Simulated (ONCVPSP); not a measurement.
## zirconium: one change to an ONCV potential, before and after

* Element: zirconium (Zr)
* Generator: ONCVPSP 4.0.1
* Type: optimised norm-conserving Vanderbilt (ONCV)
* Functional: PBE
* Relativity: scalar-relativistic
* Frozen core: [Ar] 3d10
* Valence charge: 12
* Reference configuration: 4s2 4p6 4d2 5s1 5p1
* Partial waves: 4s+5s: rc 2.05 bohr, ncon 4, nbas 7, qcut 5.8 1/bohr, 2 projectors; 4p+5p: rc 2.55 bohr, ncon 4, nbas 7, qcut 4.3 1/bohr, 3 projectors, debl 0.8 Ha; 4d: rc 1.85 bohr, ncon 5, nbas 9, qcut 5.2 1/bohr, 1 projector
* Local potential: polynomial inside 1.60 bohr (lpopt 5, dvloc0 2 Ha)
* Core correction: Teter function, fcfact 5.75, rcfact 1.75

Change: p: rc 3.6.

Cutoffs: the cutoffs (Ha) at which the residual kinetic energy of the hardest occupied pseudo-wave falls to 1 and 0.1 mHa per electron; they do not see the model core or the augmentation charge, which bear on the density cutoff. Errors are all-electron minus pseudo energies relative to the spin-unpolarised reference configuration.

Q: Predict the effect on cutoff, ghosts and configuration errors.

A: The potential gets neither clearly harder nor softer (14 Ha and 63 Ha → 14 Ha and 63 Ha); the d channel sets the loose cutoff, while the largest relative change is in p, which becomes softer; of the 4 tests that both files solve, the error grows in 4 and shrinks in 0 by more than 15 % and 0.3 meV (median size 2.3 → 6.5 meV); neither file shows a bound ghost. More of the atom is replaced by a form fitted at one configuration, so other configurations suffer.

| quantity | base | changed |
| --- | --- | --- |
| cutoff, loose | 14 Ha | 14 Ha |
| cutoff, tight | 63 Ha | 63 Ha |
| loose cutoff by channel | s 11 Ha, p 8.3 Ha, d 14 Ha | s 11 Ha, p 6.2 Ha, d 14 Ha |
| bound ghosts | none | none |
| GHOST(+) flags under 300 eV | none | none |
| error for 4s2 4p6 4d2 5s2 5p0, meV [ΔE -3.04 eV] | -1.0 | -2.6 |
| error for 4s2 4p6 4d2 5s1 5p0, meV [ΔE 4.10 eV] | -0.9 | -2.1 |
| error for 4s2 4p6 4d2 5s0 5p0, meV [ΔE 17.04 eV] | -8.7 | -44 |
| error for 4s2 4p6 4d2 5s0 5p1, meV [ΔE 7.81 eV] | -3.6 | -10 |
| s: phases at 2.08 bohr within 0.05 rad from the reference energy up to (Ha; the scan ends near 5) | 0.6 | 0.6 |
| d: phases at 1.88 bohr within 0.05 rad from the reference energy up to (Ha; the scan ends near 5) | 3.0 | 3.0 |
| rms error of d²Exc/dni dnj with the model core, mHa | 4.04 | 4.18 |
